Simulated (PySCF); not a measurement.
2-bromo-1,1-difluoroethane, C2H3BrF2.
SMILES: `FC(F)CBr`

A linear-response calculation (PySCF, def2-SVPD basis, gas phase, vertical, core orbitals frozen in the response) gave these numbers; the functional is withheld.

Orbital energies (eV): HOMO-3 -11.12, HOMO-2 -10.15, HOMO-1 -8.27, HOMO -8.18, LUMO -0.88, LUMO+1 0.34, LUMO+2 0.79.

```tsv
state	E (eV)	f	main configurations (H = HOMO, L = LUMO)
S1	6.07	0.0015	H→L (99%)
S2	6.17	0.0016	H-1→L (99%)
S3	7.53	0.043	H→L+1 (98%)
S4	7.64	0.064	H-1→L+1 (98%)
S5	8.08	0.0037	H→L+2 (97%)
S6	8.18	0.022	H-1→L+2 (75%), H-2→L (21%)
```

Triplets, Tamm–Dancoff:

| state | E (eV) | λ (nm) | main configurations (H = HOMO, L = LUMO) |
| --- | --- | --- | --- |
| T1 | 5.42 | 228.7 | H→L (97%) |
| T2 | 5.53 | 224.3 | H-1→L (97%) |
| T3 | 7.35 | 168.7 | H→L+1 (96%) |
| T4 | 7.47 | 165.9 | H-1→L+1 (96%) |

Vertical ionisation energy by ΔSCF with the same functional: 10.99 eV. Mean static polarisability: 49.6 au.

Problem. Name the functional.
A. PBE
B. wB97X-D
C. HF
D. B3LYP

Solution. D. B3LYP is a global hybrid with 20% exact exchange. In this run −ε(HOMO) = 8.18 eV differs from the ΔSCF value by -2.81 eV, and S1 differs from the orbital gap of 7.30 eV by -1.22 eV. The ratio −ε(HOMO)/IP is 0.74. Usual ranges for neutral molecules in this basis: 0.67 to 0.83 with B3LYP, 0.5 to 0.7 with PBE, 0.89 to 0.99 with wB97X-D; Hartree–Fock can't fall below 1, since the ion's relaxation only lowers the ΔSCF value. The other options: PBE, a GGA without exact exchange; HF, time-dependent Hartree–Fock, 100% exact exchange; wB97X-D, range-separated, 22% exact exchange at short range and 100% at long range (ω = 0.2 bohr⁻¹).

Method: TDDFT B3LYP/def2-SVPD, vertical, gas phase, core orbitals frozen in the response in PySCF. Isolated species at its PBE0-D3(BJ)/def2-SVP geometry (one conformer only). Relativistic effects, spin–orbit coupling among them, are left out although an element past zinc is present.

The run took 2.0 min wall on one thread of an x86-64 server, no GPU, on a shared host.

The values belong to the conformer `[F:1][CH:2]([F:3])[CH2:4][Br:5]`: F1–C2–C4–Br5 176°.
